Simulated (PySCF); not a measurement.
## Polarisability and C₆ of Be⁺ (beryllium, charge +1)

[He] 2s1, 2S determinant. Computed with PySCF 2.14 in aug-cc-pVQZ (6s5p4d3f2g, 80 functions), with no relativity, point nucleus. Coupled (time-dependent) response in atomic units; α is the mean over directions.

| method | mean α (bohr³) | C₆ (like pair) | S(−4) |
| --- | --- | --- | --- |
| UHF | 24.93 | 71.09 | 1137 |
| PBE | 21.66 | 57.85 | 860.0 |
| PBE0 | 22.36 | 60.59 | 916.0 |
| BLYP | 20.97 | 54.78 | 817.3 |
| CAM-B3LYP | 21.81 | 57.84 | 889.3 |

S(−4) is the Cauchy moment in α(ω) = α(0) + S(−4) ω² + …

α(iu) at PBE:

| u (hartree) | α(iu) (bohr³) |
| --- | --- |
| 0 | 21.66 |
| 0.0500 | 19.72 |
| 0.100 | 15.58 |
| 0.200 | 8.659 |
| 0.300 | 5.146 |
| 0.500 | 2.397 |
| 0.750 | 1.256 |
| 1.00 | 0.7875 |
| 1.50 | 0.4091 |
| 2.00 | 0.2601 |
| 3.00 | 0.1404 |
| 5.00 | 0.06515 |

A single London oscillator, α(iu) = α/(1 + u²/ω²), gives C₆ = (3/4) ω α². Matching the computed C₆ needs ω = 4 × 57.85 / (3 × 21.66²) = 0.164 hartree.

For an ion, C₆ is the dispersion term alone; charge-induced terms of lower order in 1/R come first.
